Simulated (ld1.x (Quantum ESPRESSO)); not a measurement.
Ranking RRKJ potentials for B (Z = 5)

All share these settings but for the change named:

ld1.x (Quantum ESPRESSO) 7.5 input, shortened:

```
&input
   title='B', zed=5., rel=1, dft='PZ', iswitch=3,
   config='[He] 2s2 2p1 3d-2'
 /
 &inputp
   pseudotype=2, tm=.false., rho0=0.005, lloc=1,
   nlcc=.true., new_core_ps=.true.
 /
3
2S  1  0   2.00   0.00  1.65  1.65  0.0
3D  3  2  -2.00  -0.05  2.85  2.85  0.0
2P  2  1   1.00   0.00  2.80  2.80  0.0
 &test
   configts(1)='2s2 2p1'
 /
```

Test errors are all-electron minus pseudo excitation energies from the reference, over 2s2 2p0; 2s1 2p0; 2s2 2p0.5; 2s0 2p3; 2s2 2p1.3; 2s1 2p1; 2s1 2p2. None of these files shows a bound ghost.

The base gives 196.2 meV.

Of 9 variants that were run, those that failed, showed a ghost or another fault, or gave nearly equal values are left out.

A variant can come out equal or close to the base, since the largest error may sit in a test that the change hardly touches while other tests move.

Problem. Rank these variants by their largest absolute test error, smallest first.
A. type PAW; waves now 2s (bound): rcut 1.45, rcutus 1.65 bohr; 2s channel at -0.2 Ry: rcut 1.45, rcutus 1.65 bohr; 2p (bound): rcut 2.45, rcutus 2.80 bohr; 2p channel at 1.15 Ry: rcut 2.45, rcutus 2.80 bohr; 3d channel at -0.05 Ry: rcut 2.50, rcutus 2.85 bohr; 3d channel at 1.9 Ry: rcut 2.50, rcutus 2.85 bohr; local potential all-electron potential smoothed inside 2.80 bohr (lloc = -1); augmentation PSQ, inside the norm-conserving radii; rho0 0
B. all radii but the core radius scaled by about 0.72 (s 1.20, p 2.02, d 2.06 bohr)
C. core correction Bessel-smoothed model core inside 0.94 bohr

Solution. A (6.3 meV), B (65.7 meV), C (198.1 meV).
